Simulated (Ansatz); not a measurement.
Computed with Ansatz on PBE0-D4/def2-TZVP structures; ΔE is electronic, products minus reactants. CBS: MP2 limit from def2 TZ/QZ plus the TZ coupled-cluster correction, frozen cores. This one scheme is used for every species. DFT in def2-TZVPP. B3LYP here is the variant with VWN-RPA as its local correlation; programs differ in this. HSE06 is defined as in plane-wave codes. Each species was taken in one conformer, which may not be the lowest.

Consider the ligand exchange at the Al–F bond: `[F][Al]([F])[Cl]` + CH₃SH → `C[S][Al]([F])[Cl]` + H–F.

```json
{"level": "LDA (SPW92)", "ΔE (kJ/mol)": "57.7", "difference from CCSD(T)/CBS": "-9.3"}
{"level": "PBE-D4", "ΔE (kJ/mol)": "57.6", "difference from CCSD(T)/CBS": "-9.4"}
{"level": "revPBE-D4", "ΔE (kJ/mol)": "57.0", "difference from CCSD(T)/CBS": "-10.0"}
{"level": "BLYP-D4", "ΔE (kJ/mol)": "70.4", "difference from CCSD(T)/CBS": "3.4"}
{"level": "r2SCAN-D4", "ΔE (kJ/mol)": "68.0", "difference from CCSD(T)/CBS": "1.0"}
{"level": "B97M-V", "ΔE (kJ/mol)": "72.4", "difference from CCSD(T)/CBS": "5.4"}
{"level": "B3LYP-D4", "ΔE (kJ/mol)": "70.3", "difference from CCSD(T)/CBS": "3.3"}
{"level": "r2SCANh-D4", "ΔE (kJ/mol)": "67.3", "difference from CCSD(T)/CBS": "0.3"}
{"level": "HSE06-D4", "ΔE (kJ/mol)": "57.7", "difference from CCSD(T)/CBS": "-9.3"}
{"level": "CAM-B3LYP-D4", "ΔE (kJ/mol)": "76.6", "difference from CCSD(T)/CBS": "9.6"}
{"level": "ωB97X-V", "ΔE (kJ/mol)": "70.8", "difference from CCSD(T)/CBS": "3.8"}
{"level": "ωB97M-V", "ΔE (kJ/mol)": "69.6", "difference from CCSD(T)/CBS": "2.6"}
{"level": "B2PLYP", "ΔE (kJ/mol)": "76.2", "difference from CCSD(T)/CBS": "9.2"}
{"level": "PBE-QIDH", "ΔE (kJ/mol)": "64.7", "difference from CCSD(T)/CBS": "-2.3"}
{"level": "PBE", "ΔE (kJ/mol)": "63.0", "difference from CCSD(T)/CBS": "-4.0"}
{"level": "revPBE", "ΔE (kJ/mol)": "65.5", "difference from CCSD(T)/CBS": "-1.5"}
{"level": "BLYP", "ΔE (kJ/mol)": "80.7", "difference from CCSD(T)/CBS": "13.7"}
{"level": "PBE0", "ΔE (kJ/mol)": "63.1", "difference from CCSD(T)/CBS": "-3.9"}
{"level": "B3LYP", "ΔE (kJ/mol)": "79.0", "difference from CCSD(T)/CBS": "12.0"}
{"level": "r2SCANh", "ΔE (kJ/mol)": "68.9", "difference from CCSD(T)/CBS": "1.9"}
{"level": "r2SCAN0", "ΔE (kJ/mol)": "68.3", "difference from CCSD(T)/CBS": "1.3"}
{"level": "HSE06", "ΔE (kJ/mol)": "62.5", "difference from CCSD(T)/CBS": "-4.5"}
{"level": "BHLYP", "ΔE (kJ/mol)": "80.8", "difference from CCSD(T)/CBS": "13.8"}
{"level": "CAM-B3LYP", "ΔE (kJ/mol)": "81.9", "difference from CCSD(T)/CBS": "14.9"}
{"level": "LC-ωPBE", "ΔE (kJ/mol)": "72.1", "difference from CCSD(T)/CBS": "5.1"}
{"level": "RPA@PBE/def2-TZVPP", "ΔE (kJ/mol)": "72.9", "difference from CCSD(T)/CBS": "5.9"}
{"level": "HF/def2-SVP", "ΔE (kJ/mol)": "82.7", "difference from CCSD(T)/CBS": "15.7"}
{"level": "MP2/def2-SVP", "ΔE (kJ/mol)": "77.1", "difference from CCSD(T)/CBS": "10.1"}
{"level": "CCSD/def2-SVP", "ΔE (kJ/mol)": "80.4", "difference from CCSD(T)/CBS": "13.4"}
{"level": "CCSD(T)/def2-SVP", "ΔE (kJ/mol)": "77.7", "difference from CCSD(T)/CBS": "10.7"}
{"level": "HF/def2-TZVPP", "ΔE (kJ/mol)": "86.2", "difference from CCSD(T)/CBS": "19.2"}
{"level": "MP2/def2-TZVPP", "ΔE (kJ/mol)": "67.8", "difference from CCSD(T)/CBS": "0.8"}
{"level": "SCS-MP2/def2-TZVPP", "ΔE (kJ/mol)": "74.5", "difference from CCSD(T)/CBS": "7.5"}
{"level": "CCSD/def2-TZVPP", "ΔE (kJ/mol)": "74.2", "difference from CCSD(T)/CBS": "7.2"}
{"level": "HF/def2-QZVPP", "ΔE (kJ/mol)": "89.8", "difference from CCSD(T)/CBS": "22.8"}
{"level": "MP2/def2-QZVPP", "ΔE (kJ/mol)": "67.2", "difference from CCSD(T)/CBS": "0.2"}
{"level": "SCS-MP2/def2-QZVPP", "ΔE (kJ/mol)": "73.8", "difference from CCSD(T)/CBS": "6.8"}
{"level": "HF/CBS(def2)", "ΔE (kJ/mol)": "90.3", "difference from CCSD(T)/CBS": "23.3"}
{"level": "MP2/CBS(def2)", "ΔE (kJ/mol)": "64.6", "difference from CCSD(T)/CBS": "-2.4"}
{"level": "CCSD/CBS(def2)", "ΔE (kJ/mol)": "71.1", "difference from CCSD(T)/CBS": "4.1"}
{"level": "CCSD(T)/CBS", "ΔE (kJ/mol)": "67.0", "difference from CCSD(T)/CBS": "0"}
```

Task: What do rigid-rotor, harmonic-oscillator terms from PBE0-D4/def2-TZVP frequencies (298.15 K, 1 bar) make of the CCSD(T)/CBS value? (Estimate.)

Result: Ansatz gave: ΔZPE = +0.7 kJ/mol, ΔH = +71.7 kJ/mol, ΔS = -7 J/(mol·K), ΔG = +73.7 kJ/mol.

Largest T1 diagnostic among the species: 0.012.

At CCSD(T), def2-SVP lies +10.7 kJ/mol from the extrapolated value and def2-TZVPP +3.1 kJ/mol. In def2-TZVPP, CCSD(T) changes the Hartree–Fock value by −16.1 kJ/mol (the triples alone add −4.1 kJ/mol) and MP2 by −18.4 kJ/mol. The D4 term adds −8.7 kJ/mol with B3LYP and −4.9 kJ/mol with PBE0; it sums over pairs of atoms, weighted by their polarisabilities, and B3LYP, whose exchange is more repulsive, gets the larger term.
